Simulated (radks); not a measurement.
Question: The mean radii <r> (bohr) of the occupied orbitals of an atom or ion are listed with their occupations. All-electron calculation, scalar-relativistic Kohn-Sham, exchange-only LDA, spin-polarised, spherical densities, point nucleus. Program: a radial shooting solver on a logarithmic mesh with Libxc functionals.

| orbital | occ. | <r> |
|---|---|---|
| 1s up | 1 | 0.04545 |
| 1s down | 1 | 0.04538 |
| 2s up | 1 | 0.1924 |
| 2s down | 1 | 0.1935 |
| 2p up | 3 | 0.1656 |

Name the element and its charge. Open shells, if any, are filled with parallel spins first.

Answer: Z = 33, arsenic, charge +26: As26+ in [He] 2s2 2p3. The 1s radius gives Z: for a bare nucleus <r> = (2 gamma + 1)/(2Z) with gamma = sqrt(1 - (Z/c)^2), 0.04456 bohr for Z = 33, and screening makes it slightly larger (0.04545 here). The occupations add up to 7, and the charge is Z minus that.
